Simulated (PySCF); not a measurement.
## Mass spectrum arithmetic for `C=CO[SiH2][Se][SiH3]`

Species: `C=CO[SiH2][Se][SiH3]`.

Calculated for natural abundance.

(1) Find the molar and monoisotopic masses of C2H8OSeSi2.

(2) Work out the cluster of the molecular ion M+•, one line a nominal mass.

(3) Which singly substituted isotopologues are there?

(4) Protons, neutrons, electrons, and exact less nominal mass of the monoisotopic species?

(5) What share of all molecules is the monoisotopic species?

(6) What resolving power m/Δm just matches the spacing of the species with one 30Si and with one 82Se?

Results:

(1) For C2H8OSeSi2, with standard atomic weights, 2 × 12.011 + 1 × 15.999 + 2 × 28.085 + 1 × 78.971 + 8 × 1.008 = 183.226 g/mol. From the most abundant isotopes (12C, 16O, 28Si, 80Se, 1H), 2 × 12.000000 + 1 × 15.994915 + 2 × 27.976927 + 1 × 79.916521 + 8 × 1.007825 = 183.9279 u.

(2) 
| nominal mass | m/z (centroid) | relative intensity |
| --- | --- | --- |
| 178 | 177.9333 | 1.7 |
| 179 | 178.9336 | 0.2 |
| 180 | 179.9300 | 18.3 |
| 181 | 180.9307 | 17.1 |
| 182 | 181.9282 | 49.4 |
| 183 | 182.9284 | 6.9 |
| 184 | 183.9273 | 100.0 |
| 185 | 184.9276 | 12.3 |
| 186 | 185.9267 | 24.2 |
| 187 | 186.9273 | 2.6 |
| 188 | 187.9246 | 1.4 |

Lines under 0.1 % of the tallest are left out. One electron mass, 0.00055 u, is taken off. Abundances used (%; other tables differ somewhat): 12C 98.93, 13C 1.07; 16O 99.757, 17O 0.038, 18O 0.205; 28Si 92.2297, 29Si 4.6832, 30Si 3.0872; 74Se 0.89, 76Se 9.37, 77Se 7.63, 78Se 23.77, 80Se 49.61, 82Se 8.73; 1H 99.9885, 2H 0.0115.

(3) Intensity in % of the monoisotopic species:

```csv
isotope,mass shift (u),m/z,intensity (%)
74Se,-5.99404,177.9333,1.79
76Se,-3.99731,179.9300,18.89
77Se,-2.99661,180.9307,15.38
78Se,-1.99921,181.9281,47.91
29Si,+0.99957,184.9269,10.16
13C,+1.00335,184.9307,2.16
17O,+1.00422,184.9316,0.04
2H,+1.00628,184.9336,0.09
30Si,+1.99684,185.9242,6.69
82Se,+2.00018,185.9275,17.60
18O,+2.00425,185.9316,0.21
```

Species under 0.02 % are left out.

(4) 90 protons, 94 neutrons and 90 electrons; 183.9279 − 184 = -0.0721 u.

(5) 0.9893^2 × 0.99757 × 0.922297^2 × 0.4961 × 0.999885^8 = 41.16 %.

(6) They lie 0.00333 u apart at mass 185.92, so m/Δm is about 56000.
